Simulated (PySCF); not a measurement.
C₁₁H₁₃ (charge +1).
SMILES with atom numbers: `[CH3:1][c:2]1[cH:3][cH:4][cH:5][cH:6][cH:7][c+:8]1[CH:9]1[CH2:10][CH2:11]1`

Probes without a nucleus sit at each ring's centroid and 1 Å off its mean plane on both sides; NICS is minus the shielding there, NICSzz its component along the normal. Level: GIAO HF/pcSseg-1 (PySCF, non-relativistic, gas phase) on the PBE0-D3(BJ)/def2-SVP geometry, one conformer.

Rings: 1. C2–C3–C4–C5–C6–C7–C8; 2. C9–C10–C11.

| set | NICS(0) | NICS(1), two faces | NICS(1)zz, two faces |
| --- | --- | --- | --- |
| P | -7.2 | -10.9 / -10.9 | -26.5 / -27.0 |
| Q | -42.2 | -8.4 / -7.9 | -20.8 / -22.2 |

Which set (ppm) belongs to which ring?

P = 1, Q = 2.
- 1 (7-membered carbocycle; formal bonds all aromatic): mean NICS(1)zz -26.7 ppm, shielded. For a flat ring without four-coordinate atoms the NICS criterion counts such a value as aromatic.
- 2 (3-membered carbocycle; formal bonds all single): mean NICS(1)zz -21.5 ppm, shielded. C9, C10, C11 have four or more neighbours, so the value isn't read as a sign of a π ring current. A hydrogen on C9, outside the ring, lies only 1.40 Å from a NICS(1) probe, which then mostly feels that atom.

How do the rings differ in shape?

```csv
ring,bond lengths (Å),rms pucker (Å),HOMA,nearest outside atom to a NICS(1) probe (Å)
1,"1.402, 1.396, 1.390, 1.393, 1.393, 1.404, 1.430",0.00,0.91,hydrogen 2.84
2,"1.497, 1.491, 1.526",0.00,–,hydrogen 1.40
```

HOMA = 1 − mean of α(R − Ropt)² over the ring bonds, with Krygowski's 1993 parameters (CC: Ropt 1.388 Å, α 257.7 Å⁻²). A dash marks a ring with a four-coordinate atom, a triple bond, no multiple bond or a kind of bond without parameters.

Conformer computed: `[CH3:1][c:2]1[cH:3][cH:4][cH:5][cH:6][cH:7][c+:8]1[CH:9]1[CH2:10][CH2:11]1`: C7–C8–C9–C10 17°.
